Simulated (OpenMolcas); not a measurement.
**Sb IV: CASPT2 settings compared**

| Item | Value |
| --- | --- |
| Program | OpenMolcas |
| Basis | ANO-R2 [7s6p4d2f1g] |
| Scalar Hamiltonian | X2C, finite nucleus |
| Active space | 2 electrons in 4 orbitals (5s 5p) |
| State averaging | 2S+1 = 3 even, 3 roots; 2S+1 = 1 even, 7 roots; 2S+1 = 3 odd, 3 roots; 2S+1 = 1 odd, 3 roots |
| Spin-orbit coupling | RASSI with atomic mean-field integrals over the reference wave functions, term energies averaged over their components |

Methods on the same reference wave functions:
A. CASSCF
B. SS-CASPT2, IPEA 0.3 Eh, imaginary shift 0.05 Eh (closed shells correlated: none)
C. SS-CASPT2, IPEA 0.3 Eh, imaginary shift 0.15 Eh (closed shells correlated: 4s 4p 4d)
D. SS-CASPT2, IPEA 0.15 Eh, no level shift (closed shells correlated: 4d)
E. MS-CASPT2, IPEA 0.3 Eh, imaginary shift 0.05 Eh (closed shells correlated: none)

Energies in cm⁻¹ above 5s² ¹S₀, the measured ground level; measured values from Moore, Atomic Energy Levels, vol. III, NSRDS-NBS 35 (1971 reprint of NBS Circular 467, 1958).

```json
{"Level": "5s² ¹S₀", "A": "0.0", "B": "0.0", "C": "0.0", "D": "0.0", "E": "0.0", "Measured": "0.0"}
{"Level": "5s 5p ³P°₀", "A": "59596", "B": "59730", "C": "64270", "D": "63970", "E": "59750", "Measured": ""}
{"Level": "5s 5p ³P°₁", "A": "61672", "B": "61780", "C": "66240", "D": "65940", "E": "61800", "Measured": "66700"}
{"Level": "5s 5p ³P°₂", "A": "66456", "B": "66590", "C": "71130", "D": "70830", "E": "66610", "Measured": "72560"}
{"Level": "5s 5p ¹P°₁", "A": "102723", "B": "97800", "C": "94080", "D": "93530", "E": "97820", "Measured": "95952"}
{"Level": "5p² ³P₀", "A": "148704", "B": "148530", "C": "151980", "D": "151110", "E": "148550", "Measured": "152076"}
{"Level": "5p² ³P₁", "A": "151859", "B": "151880", "C": "155490", "D": "154600", "E": "151900", "Measured": "156388"}
{"Level": "5p² ¹S₀", "A": "188285", "B": "181720", "C": "181610", "D": "180940", "E": "181780", "Measured": ""}
```

Deviations, from unrounded energies. A percentage is the sum of absolute deviations over the sum of measured energies, with the sign that they share, or ± where signs differ.

```json
{"Against measurement": "mean absolute deviation (cm-1)", "Levels": "5", "A": "5200", "B": "4200", "C": "950", "D": "1500", "E": "4100"}
{"Against measurement": "other configurations (%)", "Levels": "5", "A": "±4.7", "B": "±3.8", "C": "-0.9", "D": "-1.4", "E": "±3.8"}
```

C lies closest to measurement on these levels and A furthest from it. The largest miss of C in the table is 5s 5p ¹P°₁, by -1900 cm-1. The ranking rests on the paired levels alone, and a cruder setting can come out closer through cancelling errors.

Among B to E the level of the table that moves most is 5s 5p ³P°₀, by 4500 cm-1 (lowest in B, highest in C). Moves below CASPT2's spread within the term are not significant.

The lowest spin-free term lies below A's lowest term by 0.005 hartree in B, 0.635 hartree in C, 0.434 hartree in D, 0.005 hartree in E.

Over all roots computed the reference weight is 0.94 to 1.00 in B, 0.88 to 0.94 in D, 0.94 to 1.00 in E; the roots of lowest weight are the least certain, and an intruder state may touch them. The ¹D term of p² mixes with s d, which this space lacks. Computed and measured levels are paired by configuration, term and J; levels that our copy of the source lacks, or whose pairing is in doubt (as where it misses far off the trend of its configuration), stay unpaired and out of the deviations. Only configurations of the active space appear. Levels that lie high or do not pair safely by name in every column are left out.

° marks odd parity.
